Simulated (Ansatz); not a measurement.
Job for Ansatz (an electronic-structure program): R-CAM-B3LYP/def2-TZVPP on O4Ru (SMILES [O]=[Ru](=[O])(=[O])=[O]). Elements past Kr take the def2 small-core potentials; no spin–orbit coupling.

Ansatz 0.2 input:
```yaml
crystal:
  periodic: [false, false, false]
  atoms:
    - {symbol: Ru, position_ang: [0.00000000, -0.00000000, -0.00000000]}
    - {symbol: O, position_ang: [0.96909466, 0.96909466, 0.96909466]}
    - {symbol: O, position_ang: [0.96909466, -0.96909466, -0.96909466]}
    - {symbol: O, position_ang: [-0.96909466, 0.96909466, -0.96909466]}
    - {symbol: O, position_ang: [-0.96909466, -0.96909466, 0.96909466]}
basis:
  gaussian:
    orbitals: def2-TZVPP
hamiltonian:
  xc: {name: CAM-B3LYP}
scf: {lower_state_search: off}
```

Program output:

```
WARN ansatz: RAYON_NUM_THREADS=4 ignored (pool sized by the plan → 4); use --threads N
Functional definition: CAM-B3LYP
these checks for a lower state are left out or cut short: stability, starts, cluster_reference, orbital_swaps, neighbouring_geometries, increment
integrals: 0.11 GiB planned
961 factors; their error is unknown
integrals: 0.15 GiB planned
190 factors; integrals over basis functions are off by at most 1.3e-5 eV
mean field: 0.93 GiB planned
mean field evaluation 1: about -10739.3005 eV, gradient 1.4e2 eV
mean field evaluation 2: about -10587.1137 eV, gradient 3.4e2 eV
mean field evaluation 4: about -10767.4906 eV, gradient 1.1e1 eV
mean field evaluation 8: about -10767.6702 eV, gradient 1.2e-2 eV
mean field evaluation 16: about -10767.6969 eV, gradient 2.1e-5 eV
mean field -10767.69688306 eV, -395.7055618453 hartree, gradient 6.8e-6 eV, S^2 0.000000; 0 other end points of the search recorded, 0 dependent functions left out
reference -10767.69699791 eV, -395.7055660660 hartree; 24, 24 occupied and 156, 156 virtual orbitals, 961 factors
Total energy: -10767.69699791 eV, -395.7055660660 hartree
Checks for a lower state left out: stability, starts, cluster_reference, orbital_swaps, neighbouring_geometries, increment
```

The run converged.

Cost: roughly 5 core-seconds.
